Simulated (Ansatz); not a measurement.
`C[B](C)[AlH2]` + H–F → `C[B](F)[AlH2]` + CH₄ at 500 K and 1 bar (ligand exchange at a B–C bond).

Calculated with Ansatz (gas phase, PBE0-D4/def2-TZVP geometries, no zero-point term in ΔE). CCSD(T)/CBS adds triple-zeta CCSD(T) − MP2 to the extrapolated MP2 energy (def2 sets, frozen cores). This one scheme is used for every species.

| species | CCSD(T)/CBS energy (Eh) | H − E (kJ/mol) | S (J/(mol·K)) |
| --- | --- | --- | --- |
| `C[B](C)[AlH2]` | -347.69710 | 284.2 | 415.2 |
| H–F | -100.39570 | 39.4 | 188.7 |
| `C[B](F)[AlH2]` | -407.68475 | 189.2 | 403.7 |
| CH₄ | -40.46206 | 135.6 | 206.8 |

H − E and S are ideal-gas, rigid-rotor, harmonic terms from PBE0-D4/def2-TZVP, for one conformer and one mirror image of each species. 1 Eh = 2625.50 kJ/mol, R = 8.31446 J/(mol·K).

Question: By hand: ΔE, ΔH, ΔS and ΔG.

Answer: ΔE = (-407.68475) + (-40.46206) − (-347.69710) − (-100.39570) = -0.05401 Eh = -141.8 kJ/mol. Δ(H − E) = 189.2 + 135.6 − 284.2 − 39.4 = 1.2, so ΔH = -140.6 kJ/mol. ΔS = 403.7 + 206.8 − 415.2 − 188.7 = 6.6 J/(mol·K). ΔG = -140.6 − 500 × (6.6)/1000 = -143.9 kJ/mol.

Question: By hand: the equilibrium constant, and the temperature at which ΔG would vanish if ΔH and ΔS stayed fixed.

Answer: log₁₀ K = −ΔG/(RT ln 10) = 15.0. ΔH and −TΔS have one sign here, so there is no such temperature.

The number of gas molecules stays the same, so ΔS is small and ΔH decides. A doubt of 5 kJ/mol in ΔE shifts log₁₀ K by 0.5 here. Other conformers and mirror images would add mixing entropy, several J/(mol·K) or more a flexible species. Modes under 60 cm⁻¹, often nearly free rotors, make the harmonic entropy too high. These are equilibria of isolated gas molecules and say nothing of rates. Largest T1 diagnostic: 0.013 (customary marks: 0.02 for closed shells, 0.045 for open ones).

ΔS is within the doubt of such terms, so its sign, and with it that verdict, could turn.
